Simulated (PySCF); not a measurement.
**Sr: excitation energy**

Sr [Kr] 5s2 (1S) → Sr [Kr] 5p2 (3P), as a difference of total energies. Computed with PySCF 2.14 in aug-cc-pVQZ-X2C (9s8p6d3f2g, 102 functions), with the spin-free X2C one-electron Hamiltonian (Gaussian nucleus). Correlated levels: valence: [Kr] frozen. The calculations carry no spin-orbit coupling.

| method | excitation energy (eV) |
| --- | --- |
| UHF | 3.880 |
| LDA | 4.487 |
| PBE | 4.143 |
| PBE0 | 4.178 |
| r2SCAN | 3.869 |
| M06-L | 4.271 |
| M06-2X | 4.652 |

Question: Estimate what MP2 (valence) gives.

Answer: 4.268 eV, closest to M06-L among the rows shown.

Question: Estimate what SCS-MP2 (valence) gives.

Answer: 4.456 eV, closest to LDA among the rows shown.

Errors of the correlated levels include the incompleteness of this basis and the frozen core.

For comparison: 4.405 eV (measured; NIST levels, between the centres of gravity of the two terms).
